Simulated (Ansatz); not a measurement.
Total energies of trans-NiCl2(NH3)2 (NiN₂Cl₂H₆) from Ansatz at PBE-D4/def2-TZVP, gas phase (1 Eh = 27.2114 eV = 2625.5 kJ/mol). The reference geometry is relaxed at PBE-D4/def2-SVP.

```tsv
state	geometry	energy (Eh)
charge 0 singlet	reference	-2541.36570
charge 1 doublet	reference	-2541.07890
charge 1 doublet	relaxed at PBE-D4/def2-SVP	-2541.08142
charge 0 triplet	relaxed at PBE-D4/def2-SVP	-2541.34008
free Ni atom (triplet)	–	-1508.03861
free Cl atom (doublet)	–	-459.95840
free N atom (quartet)	–	-54.53214
free H atom (doublet)	–	-0.49962
```

Problem. Work out the vertical ionisation energy to the doublet.

Solution. E(charge 1 doublet) − E(charge 0 singlet) = -2541.07890 − (-2541.36570) = 0.28680 Eh = 7.80 eV. For comparison, −ε of the highest occupied level is 4.55 eV at this level, 3.25 eV less.

Problem. How much does the charge 1 doublet relax, and what is the adiabatic ionisation energy?

Solution. Relaxation: -2541.07890 − (-2541.08142) = 0.00252 Eh = 0.07 eV. Adiabatic ionisation energy: 0.28428 Eh = 7.74 eV, without zero-point energy. 

Problem. Which of the charge 0 states is lowest, and how far above it are the others?

Solution. The singlet. triplet: -2541.34008 − (-2541.36570) = 0.02562 Eh = 67.3 kJ/mol.

Problem. What is the binding energy per atom against free atoms?

Solution. Atoms: 1 × (-1508.03861) + 2 × (-459.95840) + 2 × (-54.53214) + 6 × (-0.49962) = -2540.01741 Eh. Binding: -2540.01741 − (-2541.36570) = 1.34829 Eh = 36.69 eV, or 3.34 eV for each of 11 atoms (no zero-point energy, no counterpoise term).
